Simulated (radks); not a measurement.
All-electron atom: Cs+ in [Xe]. Calculated with a radial shooting solver on a logarithmic mesh with Libxc functionals: Dirac Kohn-Sham, PBE, spin-unpolarised, spherical densities, finite nucleus; Fermi nuclear charge, rms radius 4.8041 fm.

Normalised radial functions P(r) = r R(r) (large component), r in bohr:

r	4p1/2	5s1/2	5p3/2
0.001392	0.0059	0.0371	0.0006
0.001607	0.0071	0.0418	0.0008
0.001856	0.0085	0.0470	0.0011
0.002127	0.0102	0.0524	0.0014
0.002456	0.0124	0.0586	0.0019
0.002836	0.0152	0.0653	0.0025
0.00325	0.0184	0.0721	0.0032
0.003753	0.0226	0.0797	0.0042
0.004334	0.0278	0.0877	0.0055
0.005006	0.0343	0.0958	0.0071
0.005735	0.0419	0.1035	0.0091
0.006623	0.0518	0.1114	0.0118
0.007649	0.0640	0.1187	0.0152
0.008763	0.0782	0.1244	0.0192
0.01012	0.0964	0.1288	0.0245
0.01169	0.1184	0.1308	0.0311
0.0135	0.1449	0.1295	0.0392
0.01546	0.1744	0.1243	0.0484
0.01786	0.2106	0.1138	0.0599
0.02063	0.2520	0.0972	0.0734
0.02363	0.2954	0.0751	0.0878
0.02729	0.3447	0.0447	0.1047
0.03152	0.3952	0.0072	0.1225
0.0364	0.4435	-0.0362	0.1402
0.0417	0.4824	-0.0807	0.1555
0.04816	0.5101	-0.1278	0.1680
0.05562	0.5160	-0.1699	0.1740
0.06372	0.4933	-0.1991	0.1708
0.07359	0.4310	-0.2118	0.1550
0.08499	0.3228	-0.1992	0.1236
0.09815	0.1669	-0.1563	0.0753
0.1125	-0.0191	-0.0874	0.0152
0.1299	-0.2420	0.0103	-0.0594
0.15	-0.4654	0.1210	-0.1369
0.1718	-0.6436	0.2191	-0.2015
0.1984	-0.7576	0.2925	-0.2463
0.2292	-0.7563	0.3107	-0.2526
0.2647	-0.6146	0.2570	-0.2096
0.3032	-0.3512	0.1390	-0.1224
0.3502	0.0362	-0.0393	0.0097
0.4045	0.4761	-0.2342	0.1597
0.4634	0.8695	-0.3871	0.2882
0.5351	1.1887	-0.4669	0.3762
0.618	1.3513	-0.4273	0.3854
0.7138	1.3393	-0.2624	0.3019
0.8177	1.1908	-0.0173	0.1449
0.9444	0.9434	0.2851	-0.0777
1.091	0.6694	0.5686	-0.3192
1.25	0.4366	0.7693	-0.5266
1.443	0.2477	0.8793	-0.6918
1.667	0.1239	0.8774	-0.7796
1.925	0.0538	0.7808	-0.7839
2.205	0.0212	0.6344	-0.7203
2.547	0.0067	0.4598	-0.6030
2.941	0.0017	0.2994	-0.4621
3.37	0.0004	0.1802	-0.3313
3.891	0.0001	0.0937	-0.2131
4.494	0.0000	0.0427	-0.1238
5.19	0.0000	0.0167	-0.0639
5.946	0.0000	0.0058	-0.0302
6.867	0.0000	0.0016	-0.0118

4p1/2: eigenvalue -175.48 eV, 2 radial nodes at r = 0.111, 0.346 bohr, <r> = 0.721 bohr, 90 % of the charge inside 1.05 bohr. 5s1/2: eigenvalue -31.899 eV, 4 radial nodes at r = 0.0323, 0.128, 0.340, 0.825 bohr, <r> = 1.74 bohr, 90 % of the charge inside 2.52 bohr. 5p3/2: eigenvalue -18.156 eV, 3 radial nodes at r = 0.116, 0.347, 0.901 bohr, <r> = 2.10 bohr, 90 % of the charge inside 3.10 bohr.
